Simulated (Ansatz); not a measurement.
Gas-phase reaction R1 → 2 P1, each structure at its B3LYP-D3(BJ)/def2-TZVP stationary point, reached from a drawn start (curvature not checked).
P1: S atom, charge 0, multiplicity 3.
R1, S2 (SMILES S=S) (charge 0, multiplicity 3):
```xyz
2

S      0.00000     0.00000    -0.95179
S      0.00000     0.00000     0.95179
```

| level | reaction energy (kJ/mol) | minus CCSD(T)/cc-pV(Q+d)Z |
|---|---|---|
| HF/cc-pV(T+d)Z | 213.3 | -204.2 |
| revPBE/def2-TZVPP | 456.3 | 38.8 |
| r2SCAN/def2-TZVPP | 464.0 | 46.5 |
| B97M-V/def2-TZVPP | 456.1 | 38.6 |
| B3LYP/def2-TZVPP | 431.4 | 13.9 |
| PBE0/def2-TZVPP | 445.9 | 28.5 |
| CAM-B3LYP/def2-TZVPP | 419.0 | 1.5 |
| wB97X-V/def2-TZVPP | 439.2 | 21.7 |
| wB97M-V/def2-TZVPP | 439.5 | 22.1 |
| B2PLYP/def2-TZVPP | 426.9 | 9.4 |
| MP2/cc-pV(D+d)Z | 377.9 | -39.6 |
| MP2/cc-pV(T+d)Z | 422.2 | 4.8 |
| MP2/cc-pV(Q+d)Z | 439.8 | 22.3 |
| SCS-MP2/cc-pV(T+d)Z | 397.8 | -19.6 |
| SCS-MP2/cc-pV(Q+d)Z | 416.3 | -1.2 |
| CCSD/cc-pV(D+d)Z | 335.1 | -82.4 |
| CCSD/cc-pV(T+d)Z | 371.7 | -45.7 |
| CCSD(T)/cc-pV(D+d)Z | 355.8 | -61.7 |
| CCSD(T)/cc-pV(T+d)Z | 398.2 | -19.3 |
| CCSD(T)/cc-pV(Q+d)Z | 417.5 | 0.0 |

 The comparison column counts from a level with limits of its own.

P less R. No zero-point or thermal terms; open shells are unrestricted; no spin–orbit coupling.

Correlated levels freeze the cores.

Codes used: Ansatz (a program for electronic structure) with Gaussian orbitals. No computed number here is a measurement.
